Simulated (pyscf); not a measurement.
•H₂C–AlH–Cl (SMILES [CH2][AlH][Cl]) → [H₃C–Al–Cl]• (SMILES [CH3][Al][Cl]), a hydrogen shift (doublet surface; Al–H broken, C–H formed). PySCF, gas phase, ωB97X-D3(BJ)/def2-SVP geometries. Correlated levels are frozen-core, on RHF or UHF. ΔMP2 is the change of the MP2 total energy from the triple- to the quadruple-zeta basis. Energies in kcal/mol from the reactant's lowest minimum found.

Small-basis levels: PySCF, no dispersion term, spherical d functions. GFN2-xTB: tblite. Open shells are spin-unrestricted. 

| level | barrier | reaction energy |
|---|---|---|
| HF/6-31G* | 54.4 | -10.1 |
| BP86/6-31G* | 31.7 | -21.2 |
| B3LYP/STO-3G | 60.7 | -11.5 |
| M06-2X/6-31G* | [?] | -21.8 |
| B3LYP/6-311+G** | 36.7 | -17.9 |
| PBE/def2-SVP | 30.7 | -20.9 |
| GFN2-xTB | 30.0 | -7.9 |
| CCSD(T)/def2-TZVPP + ΔMP2(QZVPP) | [?] | -16.8 |

Some entries are withheld; supply them.


- M06-2X/6-31G*, barrier: 38.2
- CCSD(T)/def2-TZVPP + ΔMP2(QZVPP), barrier: 38.9

Against the last row the barrier runs from -8.9 (GFN2-xTB) to +21.8 kcal/mol (B3LYP/STO-3G). CCSD(T)/def2-TZVPP + ΔMP2(QZVPP) has limits of its own. One saddle was located; it need not be the lowest between these sides. The CCSD(T) − MP2 part came from Ansatz, without density fitting, on the same reference. A UHF reference is spin-contaminated (<S²> up to 0.87), which harms MP2 most.
